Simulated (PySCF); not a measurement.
A structure optimised at PBE0-D3(BJ)/def2-SVP, used in a PySCF frequency run:

```
B
I 1 2.1188
I 1 2.1188 2 120.00
I 1 2.1188 2 120.00 3 180.00
```
Charge 0, spin multiplicity 1.

Question: Write its SMILES, formula and point group.

Answer: IB(I)I, BI3, D3h

Question: What are its rotational constants (standard atomic weights)?

Answer: 0.59139, 0.59139, 0.29569 GHz
